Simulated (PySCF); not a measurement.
Job file and geometry (Å, from GFN2-xTB) of an NMR shielding run on SMILES C=Cc1c[nH]c2ccsc12, C$_{8}$H$_{7}$NS, GIAO PBE0/pcSseg-1 NMR shielding, non-relativistic, gas phase in PySCF; density fitting, a coarse starting grid and PySCF grid level 2 are the driver's defaults:

```
{"job": {"kind": "nmr", "xc": "PBE0", "basis": "pcSseg-1"}, "charge": 0, "multiplicity": 1}
C      3.239866    -0.606717    -0.147851
C      1.966961    -0.980419    -0.212144
C      0.825790    -0.113561    -0.029927
C      0.786435     1.242349     0.241461
N     -0.504770     1.672908     0.337167
C     -1.334182     0.611176     0.131597
C     -2.719524     0.342932     0.089318
C     -2.942584    -0.970581    -0.171489
S     -1.497418    -1.913282    -0.370800
C     -0.534494    -0.507214    -0.098455
H      3.525605     0.411788     0.052885
H      4.042059    -1.309035    -0.294089
H      1.714481    -2.013703    -0.416114
H      1.600354     1.927172     0.372355
H     -0.788950     2.618391     0.529164
H     -3.498916     1.067793     0.239513
H     -3.887712    -1.467966    -0.262501
```

Task: Write the output of this run.

Result: 
```
coarse grid: 15720 points
cycle   1  E = -761.2267984549  dE =  2.188e+00  |g| = 4.329e-01  |ddm| = 4.469e+00
cycle   2  E = -761.2061464053  dE =  2.065e-02  |g| = 5.291e-01  |ddm| = 1.143e+00
cycle   3  E = -761.2780860101  dE = -7.194e-02  |g| = 1.180e-01  |ddm| = 6.473e-01
cycle   4  E = -761.2809154784  dE = -2.829e-03  |g| = 3.938e-02  |ddm| = 1.254e-01
cycle   5  E = -761.2812288473  dE = -3.134e-04  |g| = 1.657e-02  |ddm| = 6.290e-02
cycle   6  E = -761.2813063563  dE = -7.751e-05  |g| = 3.747e-03  |ddm| = 2.477e-02
cycle   7  E = -761.2813094723  dE = -3.116e-06  |g| = 1.511e-03  |ddm| = 5.220e-03
final grid: 150008 points
cycle   8  E = -761.3411852710  dE = -3.978e-05  |g| = 1.012e-02  |ddm| = 5.977e-02
cycle   9  E = -761.3411641935  dE =  2.108e-05  |g| = 1.335e-02  |ddm| = 2.627e-02
cycle  10  E = -761.3412108528  dE = -4.666e-05  |g| = 1.917e-03  |ddm| = 1.725e-02
cycle  11  E = -761.3412118675  dE = -1.015e-06  |g| = 4.208e-04  |ddm| = 2.350e-03
cycle  12  E = -761.3412119095  dE = -4.203e-08  |g| = 1.300e-04  |ddm| = 5.344e-04
cycle  13  E = -761.3412119134  dE = -3.889e-09  |g| = 4.293e-05  |ddm| = 1.641e-04
cycle  14  E = -761.3412119138  dE = -4.554e-10  |g| = 1.691e-05  |ddm| = 6.042e-05
converged SCF energy = -761.3412119138

GIAO shielding tensors (ppm)
atom      isotropic    diamagn.    paramagn.     s11        s22        s33       span
  0 C       73.286     254.199    -180.913    -36.040     89.037    166.861    202.901
  1 C       50.121     248.360    -198.239    -68.679     61.361    157.682    226.361
  2 C       65.272     256.235    -190.963      5.624     37.114    153.078    147.454
  3 C       66.765     251.109    -184.344      1.438     66.554    132.302    130.864
  4 N      116.354     331.363    -215.009     40.344    119.407    189.310    148.966
  5 C       46.288     255.060    -208.772     -2.754     32.725    108.894    111.648
  6 C       73.259     250.503    -177.244     -7.096     65.061    161.812    168.908
  7 C       56.179     262.891    -206.712    -26.497     62.350    132.684    159.181
  8 S      371.188    1056.802    -685.614    210.453    427.006    476.106    265.652
  9 C       52.451     264.268    -211.817      1.345     33.929    122.080    120.735
 10 H       25.842      32.119      -6.277     23.215     23.777     30.533      7.318
 11 H       26.326      27.347      -1.021     23.977     24.622     30.377      6.400
 12 H       24.721      30.691      -5.970     20.720     23.288     30.156      9.436
 13 H       24.364      33.200      -8.836     19.520     26.214     27.357      7.837
 14 H       23.946      32.172      -8.227     16.372     24.313     31.152     14.781
 15 H       24.810      29.276      -4.466     20.813     25.423     28.194      7.381
 16 H       24.778      30.090      -5.312     21.012     25.121     28.200      7.188
```

Task: Turn these shieldings into chemical shifts. Referencing at the same level of theory: ¹³C (186.93 ppm), ¹H (31.72 ppm) against TMS; ¹⁵N (267.73 ppm) against NH3; ³³S (503.73 ppm) vs CS2.

Result: Averaging equivalent atoms: C 5: 140.6; C 1: 136.8; C 9: 134.5; C 7: 130.7; C 2: 121.7; C 3: 120.2; C 6: 113.7; C 0: 113.6; N 4: 151.4; S 8: 133; H 14: 7.77; H 13: 7.35; H 12: 7.00; H 16: 6.94; H 15: 6.91; H 10: 5.88; H 11: 5.39 ppm. Experimental scales use liquid or dissolved standards, which lie at an offset from isolated NH3 (liquid NH3: subtract about 20 ppm). Unscaled 15N shifts of sp2 nitrogen come out 20 to 40 ppm too high even then.

Size and cost of the density-fitted run: 212 basis functions, 52 s wall time on 1 thread of an x86-64 server CPU, shared host.
